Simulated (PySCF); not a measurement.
SiH2Me(OEt), C3H10OSi.
Z-matrix (Å and degrees, PBE0-D3(BJ)/def2-SVP geometry), rows numbered from 1:
```
Si
H   1  1.5000
H   1  1.4999  2  107.67
C   1  1.8626  2  111.12  3  -121.73
H   4  1.1013  1  110.56  2    58.65
H   4  1.1005  1  110.65  2   -61.28
H   4  1.1004  1  110.71  2   178.71
O   1  1.6679  2  109.75  3   119.58
C   8  1.4059  1  123.90  2   -58.39
C   9  1.5107  8  109.49  1   177.73
H   9  1.1081  8  110.36  1   -61.12
H   9  1.1083  8  110.46  1    56.49
H  10  1.1005  9  110.85  8   179.83
H  10  1.1002  9  110.40  8   -59.80
H  10  1.1002  9  110.35  8    59.52
```

Lines to be assigned: C 1s: 290.26 (area 1), 290.63 (area 1), 292.19 (area 1) eV; O 1s: 537.71 eV; Si 1s: 1846.86 eV; Si 2p3/2: 106.96 eV.

Level of theory: delta-SCF UKS SCAN, pcX-2 on the ionised atom, pcseg-1 elsewhere, spin-free X2C (PySCF). The structure is a single PBE0-D3(BJ)/def2-SVP conformer in the gas phase; no vibrational or solvent corrections.

Problem. Order the carbon atoms by C 1s binding energy.

Solution. 290.26 eV: C4 (carbon bonded to Si and 3 H); 290.63 eV: C10 (carbon bonded to C and 3 H); 292.19 eV: C9 (carbon bonded to C, O and 2 H). Lowest listed C 1s: C4, bonded to 3 H and Si. Highest, 1.93 eV above it: C9, bonded to O, C and 2 H. The widest gap between neighbouring values is 1.56 eV, between 290.63 and 292.19 eV.

Bonded neighbours of each site: Si1: O, C and 2 H; C4: 3 H and Si; O8: C and Si; C9: O, C and 2 H; C10: C and 3 H.

Problem. What is the C 1s shift of C4 against C10?

Solution. 290.26 − 290.63 = -0.37 eV, or -36 kJ/mol.

Spin–orbit and ligand-field terms were added within each 2p shell after the spin-free SCF. 2p1/2 minus 2p3/2 (ligand field included): Si 0.62 eV.
